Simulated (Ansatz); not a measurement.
```yaml
crystal:
  periodic: [false, false, false]
  atoms:
    - {symbol: C, position_ang: [0.452232, 1.524821, 0.950538]}
    - {symbol: C, position_ang: [0.415649, 0.314696, 0.502098]}
    - {symbol: F, position_ang: [1.420509, -0.145431, 0.959779]}
    - {symbol: C, position_ang: [-0.732304, -0.621236, 0.327880]}
    - {symbol: In, position_ang: [-0.008548, -1.315808, -1.834428]}
    - {symbol: H, position_ang: [1.350106, 2.014275, 1.404988]}
    - {symbol: H, position_ang: [-0.835108, 2.352942, 1.000270]}
    - {symbol: H, position_ang: [-0.540842, -1.255620, 0.793113]}
    - {symbol: H, position_ang: [-1.598087, 0.064444, -0.104821]}
    - {symbol: H, position_ang: [0.695844, -0.501549, -2.658552]}
    - {symbol: H, position_ang: [-0.498616, -3.084180, -1.905723]}
basis:
  gaussian: {orbitals: def2-SVP}
hamiltonian: {xc: {name: wB97X}}
relax: {f_tol: 0.0001, max_steps: 3}
output: {forces: true}
```

```sh
$ ansatz run in.yaml --threads 4 --pin off --events-out ev --progress --plain --max-ram 10444MiB
```

(1) How does Ansatz answer? (An estimate is asked.)

Results:

(1) Computed: The run did not converge.
```
Functional definition: wB97X
1332 factors; integrals over basis functions are off by at most 2.6e-4 eV
394 factors; integrals over basis functions are off by at most 5.9e-7 eV
mean field evaluation 1: about -11078.7435 eV, gradient 4.4e1 eV
mean field evaluation 2: about -11080.8202 eV, gradient 3.6e1 eV
mean field evaluation 4: about -11084.1236 eV, gradient 1.3e0 eV
mean field evaluation 8: about -11084.1364 eV, gradient 3.0e-2 eV
mean field evaluation 16: about -11084.1364 eV, gradient 5.4e-5 eV
mean field -11084.13642881 eV, -407.3345006611 hartree, gradient 5.4e-5 eV, S^2 0.000000; 0 other end points of the search recorded, 0 dependent functions left out
reference -11084.13638659 eV, -407.3344991097 hartree; 27, 27 occupied and 85, 85 virtual orbitals, 1332 factors
relax step   1: F+E_penalty+E_count = -11084.13642881 eV  Δ(F+E_penalty+E_count) = +0.000e0 eV  max|allowed force component| = 2.140e1 eV/Å  Δτ_max = 0.0000 Å  (31 SCF iters, accepted)
1332 factors; integrals over basis functions are off by at most 6.5e-4 eV
394 factors; integrals over basis functions are off by at most 5.3e-7 eV
mean field -11091.88028372 eV, -407.6190820804 hartree, gradient 1.3e-5 eV, S^2 0.000000; 0 other end points of the search recorded, 0 dependent functions left out
reference -11091.88024213 eV, -407.6190805518 hartree; 27, 27 occupied and 85, 85 virtual orbitals, 1332 factors
relax step   2: F+E_penalty+E_count = -11091.88028372 eV  Δ(F+E_penalty+E_count) = -7.744e0 eV  max|allowed force component| = 3.620e0 eV/Å  Δτ_max = 0.1949 Å  (38 SCF iters, accepted)
1332 factors; integrals over basis functions are off by at most 8.4e-4 eV
394 factors; integrals over basis functions are off by at most 5.5e-7 eV
mean field -11092.89021144 eV, -407.6561962393 hartree, gradient 2.0e-5 eV, S^2 0.000000; 0 other end points of the search recorded, 0 dependent functions left out
reference -11092.89016994 eV, -407.6561947144 hartree; 27, 27 occupied and 85, 85 virtual orbitals, 1332 factors
relax step   3: F+E_penalty+E_count = -11092.89021144 eV  Δ(F+E_penalty+E_count) = -1.010e0 eV  max|allowed force component| = 1.279e0 eV/Å  Δτ_max = 0.1947 Å  (38 SCF iters, accepted)
Error: geometry relaxation did not converge after 3 steps: max|allowed force component| = 1.28e0 eV/Å (threshold 1.0e-4). Raise `relax.max_steps` over both its present limit and 3, loosen `relax.f_tol`, or start from a geometry closer to equilibrium. Where this run's directory can be resumed (`checkpoint.write`), a resume goes on for up to `relax.max_steps` more
```
